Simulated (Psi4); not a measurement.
C2HO (SMILES [CH-]=C=O), charge -1, singlet, geometry from GFN2-xTB (a gas-phase anion, which may not be bound at this level); R2SCAN/def2-SVP in Psi4.

Here is a job for Psi4.
```
memory 2 GB

molecule mol {
-1 1
  C     0.017882   -0.126888   -1.227557
  C     0.012039   -0.079027   -0.004614
  H     0.100932   -0.678824   -2.129085
  O    -0.035057    0.239289    1.190263
symmetry c1
}

set basis def2-svp
set reference rks

energy('r2scan')
print_variables()
```

Predict the main parts of the log of this Psi4 run.


```
   => Loading Basis Set <=

    Name: DEF2-SVP
    Role: ORBITAL
    Keyword: BASIS

         ---------------------------------------------------------
                                   SCF
               by Justin Turney, Rob Parrish, Andy Simmonett
                          and Daniel G. A. Smith
                              RKS Reference
         ---------------------------------------------------------

  ==> Geometry <==

    Molecular point group: c1
    Full point group: C1

    Geometry (in Angstrom), charge = -1, multiplicity = 1:

       Center              X                  Y                   Z               Mass
    ------------   -----------------  -----------------  -----------------  -----------------
         C            0.020319884066    -0.143284253285    -1.278928150293    12.000000000000
         C            0.014476884066    -0.095423253285    -0.055985150293    12.000000000000
         H            0.103369884066    -0.695220253285    -2.180456150293     1.007825032230
         O           -0.032619115934     0.222892746715     1.138891849707    15.994914619570

  Running in c1 symmetry.

  Rotational constants: A =     62.04543  B =      0.36172  C =      0.35962 [cm^-1]
  Rotational constants: A = 1860075.26834  B =  10843.96349  C =  10781.11121 [MHz]
  Nuclear repulsion =   52.136429029953703

  Charge       = -1
  Multiplicity = 1
  Electrons    = 22
  Nalpha       = 11
  Nbeta        = 11

  ==> Algorithm <==

  SCF Algorithm Type is DF.
  DIIS enabled.
  MOM disabled.
  Fractional occupation disabled.
  Guess Type is SAD.
  Energy threshold   = 1.00e-06
  Density threshold  = 1.00e-06
  Integral threshold = 1.00e-12

  ==> Primary Basis <==

  Basis Set: DEF2-SVP
    Blend: DEF2-SVP
    Number of shells: 21
    Number of basis functions: 47
    Number of Cartesian functions: 50
    Spherical Harmonics?: true
    Max angular momentum: 2

  ==> DFT Potential <==

   => LibXC <=

    Version 7.1.2
    S. Lehtola, C. Steigemann, M. J. T. Oliveira, and M. A. L. Marques,  SoftwareX 7, 1–5 (2018) (10.1016/j.softx.2017.11.002)

   => Composite Functional: R2SCAN <=

    r2SCAN Meta-GGA XC Functional  (0.1021/acs.jpclett.0c02405)
    J. W. Furness, A. D. Kaplan, J. Ning, J. P. Perdew, J. Sun  J. Phys. Chem. Lett.  11, 8208–8215, 2020

    Deriv               =              1
    GGA                 =           TRUE
    Meta                =           TRUE

    Exchange Hybrid     =          FALSE
[...]
   @DF-RKS iter   4:  -151.78654202799237   -1.02975e-03   1.12189e-03 DIIS/ADIIS
   @DF-RKS iter   5:  -151.78742564458813   -8.83617e-04   4.78351e-04 DIIS/ADIIS
   @DF-RKS iter   6:  -151.78767774293368   -2.52098e-04   1.10407e-04 DIIS/ADIIS
   @DF-RKS iter   7:  -151.78769373130615   -1.59884e-05   1.33510e-05 DIIS
   @DF-RKS iter   8:  -151.78769396359974   -2.32294e-07   1.92609e-06 DIIS
   @DF-RKS iter   9:  -151.78769396857894   -4.97920e-09   3.09540e-07 DIIS
  Energy and wave function converged.

  ==> Post-Iterations <==

   Electrons on quadrature grid:
      Ntotal   =   22.0000002099 ; deviation = 2.099e-07

    Orbital Energies [Eh]
    ---------------------

    Doubly Occupied:

[...]
    Virtual:

[...]
    Final Occupation by Irrep:
              A
    DOCC [    11 ]
    NA   [    11 ]
    NB   [    11 ]

  @DF-RKS Final Energy:  -151.78769396857894

   => Energetics <=

    Nuclear Repulsion Energy =             52.1364290299537032
    One-Electron Energy =                -315.1829179615116914
    Two-Electron Energy =                 131.1790370996149306
    DFT Exchange-Correlation Energy =     -19.9202421366358955
    Empirical Dispersion Energy =           0.0000000000000000
    VV10 Nonlocal Energy =                  0.0000000000000000
    Total Energy =                       -151.7876939685789353

Computation Completed

Properties will be evaluated at   0.000000,   0.000000,   0.000000 [a0]

Properties computed using the SCF density matrix

 Multipole Moments:

 ------------------------------------------------------------------------------------
     Multipole            Electronic (a.u.)      Nuclear  (a.u.)        Total (a.u.)
 ------------------------------------------------------------------------------------

 L = 1.  Multiply by 2.5417464519 to convert [e a0] to [Debye]
 Dipole X            :         -0.0493536            0.0967494            0.0473958
 Dipole Y            :          0.3410910           -0.6506768           -0.3095858
 Dipole Z            :          2.2174262           -2.0386387            0.1787875
 Magnitude           :                                                    0.3606309

 ------------------------------------------------------------------------------------

  Variable Map:
  ----------------------------------------------------------------------------
[...]
  Array Variable Map:
  ----------------------------------------------------------------------------
[...]
[...]
```
